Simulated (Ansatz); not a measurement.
Ansatz (a quantum-chemistry and plane-wave program) input (B3LYP-D3(BJ)/def2-TZVP):

Ansatz 0.2 input:
```yaml
crystal:
  periodic: [false, false, false]
  atoms:
    - {symbol: Cr, position_ang: [0.16999720, 0.28511756, 0.22628207]}
    - {symbol: O, position_ang: [1.33714188, -0.39457884, -0.52890589]}
    - {symbol: O, position_ang: [-0.50245689, -0.71234764, 1.19987518]}
    - {symbol: F, position_ang: [-0.94969839, 0.76851273, -0.87617874]}
basis:
  gaussian:
    orbitals: def2-TZVP
hamiltonian:
  xc: b3lyp
  dispersion: d3bj
total_charge: 1
relax: {f_tol: 0.002, max_steps: 150}
```

Output:

```
Functional definition: B3LYP
integrals: 0.06 GiB planned
944 factors; their error is unknown
mean field: 0.52 GiB planned
mean field evaluation 1: about -35197.1621 eV, gradient 1.5e2 eV
mean field evaluation 2: about -34626.5910 eV, gradient 6.0e2 eV
mean field evaluation 4: about -35192.1405 eV, gradient 1.6e2 eV
mean field evaluation 8: about -35225.7348 eV, gradient 1.9e-3 eV
mean field -35225.86131416 eV, -1294.5265263489 hartree, gradient 2.6e-5 eV, S^2 0.000000; 0 other end points of the search recorded, 0 dependent functions left out
the calculation of the forces begins
reference -35225.86150180 eV, -1294.5265332445 hartree; 24, 24 occupied and 114, 114 virtual orbitals, 944 factors
relax step   1: F+E_penalty+E_count = -35225.97694558 eV  Δ(F+E_penalty+E_count) = +0.000e0 eV  max|allowed force component| = 1.132e0 eV/Å  Δτ_max = 0.0000 Å  (65 SCF iters, accepted)
these checks for a lower state are left out or cut short: starts, cluster_reference, orbital_swaps, neighbouring_geometries, increment
integrals: 0.06 GiB planned
944 factors; their error is unknown
mean field: 0.52 GiB planned
mean field evaluation 16: about -35225.9085 eV, gradient 1.8e-1 eV
mean field -35225.90851983 eV, -1294.5282611254 hartree, gradient 2.6e-5 eV, S^2 0.000000; 0 other end points of the search recorded, 0 dependent functions left out
the calculation of the forces begins
reference -35225.90870654 eV, -1294.5282679867 hartree; 24, 24 occupied and 114, 114 virtual orbitals, 944 factors
relax step   2: F+E_penalty+E_count = -35226.02410696 eV  Δ(F+E_penalty+E_count) = -4.716e-2 eV  max|allowed force component| = 5.401e-1 eV/Å  Δτ_max = 0.0238 Å  (40 SCF iters, accepted)
these checks for a lower state are left out or cut short: starts, cluster_reference, orbital_swaps, neighbouring_geometries, increment
integrals: 0.06 GiB planned
944 factors; their error is unknown
mean field: 0.52 GiB planned
mean field -35225.93487643 eV, -1294.5292297126 hartree, gradient 1.5e-5 eV, S^2 0.000000; 0 other end points of the search recorded, 0 dependent functions left out
the calculation of the forces begins
reference -35225.93506241 eV, -1294.5292365474 hartree; 24, 24 occupied and 114, 114 virtual orbitals, 944 factors
relax step   3: F+E_penalty+E_count = -35226.05030546 eV  Δ(F+E_penalty+E_count) = -2.620e-2 eV  max|allowed force component| = 6.264e-2 eV/Å  Δτ_max = 0.0382 Å  (48 SCF iters, accepted)
these checks for a lower state are left out or cut short: starts, cluster_reference, orbital_swaps, neighbouring_geometries, increment
integrals: 0.06 GiB planned
944 factors; their error is unknown
mean field: 0.52 GiB planned
mean field evaluation 32: about -35225.9355 eV, gradient 6.5e-5 eV
mean field -35225.93547014 eV, -1294.5292515310 hartree, gradient 1.5e-5 eV, S^2 0.000000; 0 other end points of the search recorded, 0 dependent functions left out
the calculation of the forces begins
reference -35225.93565590 eV, -1294.5292583575 hartree; 24, 24 occupied and 114, 114 virtual orbitals, 944 factors
relax step   4: F+E_penalty+E_count = -35226.05082806 eV  Δ(F+E_penalty+E_count) = -5.226e-4 eV  max|allowed force component| = 6.157e-2 eV/Å  Δτ_max = 0.0100 Å  (41 SCF iters, accepted)
these checks for a lower state are left out or cut short: starts, cluster_reference, orbital_swaps, neighbouring_geometries, increment
integrals: 0.06 GiB planned
944 factors; their error is unknown
mean field: 0.52 GiB planned
mean field -35225.93552035 eV, -1294.5292533761 hartree, gradient 1.5e-5 eV, S^2 0.000000; 0 other end points of the search recorded, 0 dependent functions left out
the calculation of the forces begins
reference -35225.93570622 eV, -1294.5292602069 hartree; 24, 24 occupied and 114, 114 virtual orbitals, 944 factors
relax step   5: F+E_penalty+E_count = -35226.05087351 eV  Δ(F+E_penalty+E_count) = -4.544e-5 eV  max|allowed force component| = 3.010e-3 eV/Å  Δτ_max = 0.0010 Å  (44 SCF iters, accepted)
these checks for a lower state are left out or cut short: starts, cluster_reference, orbital_swaps, neighbouring_geometries, increment
integrals: 0.06 GiB planned
944 factors; their error is unknown
mean field: 0.52 GiB planned
mean field -35225.93552029 eV, -1294.5292533740 hartree, gradient 2.0e-5 eV, S^2 0.000000; 0 other end points of the search recorded, 0 dependent functions left out
the calculation of the forces begins
reference -35225.93570616 eV, -1294.5292602046 hartree; 24, 24 occupied and 114, 114 virtual orbitals, 944 factors
relax step   6: F+E_penalty+E_count = -35226.05087360 eV  Δ(F+E_penalty+E_count) = -9.067e-8 eV  max|allowed force component| = 4.548e-5 eV/Å  Δτ_max = 0.0000 Å  (25 SCF iters, accepted)
integrals: 0.06 GiB planned
944 factors; their error is unknown
mean field: 0.52 GiB planned
mean field evaluation 64: about -35225.9355 eV, gradient 1.3e-3 eV
mean field -35225.93552029 eV, -1294.5292533740 hartree, gradient 2.2e-5 eV, S^2 0.000000; 1 other end points of the search recorded, 0 dependent functions left out
the calculation of the forces begins
reference -35225.93570616 eV, -1294.5292602046 hartree; 24, 24 occupied and 114, 114 virtual orbitals, 944 factors
Total energy: -35226.05105947 eV, -1294.5334993605 hartree
Atom 0 at     0.146738     0.265291     0.197992 Å, force    -0.000046     0.000033    -0.000041 eV/Å
Atom 1 at     1.338178    -0.415508    -0.474450 Å, force    -0.000034    -0.000011     0.000031 eV/Å
Atom 2 at    -0.445177    -0.723545     1.201503 Å, force     0.000034     0.000002    -0.000033 eV/Å
Atom 3 at    -0.984756     0.820466    -0.903973 Å, force     0.000045    -0.000024     0.000043 eV/Å
Dipole moment:     0.305475     0.439509     0.405832 e Å
```
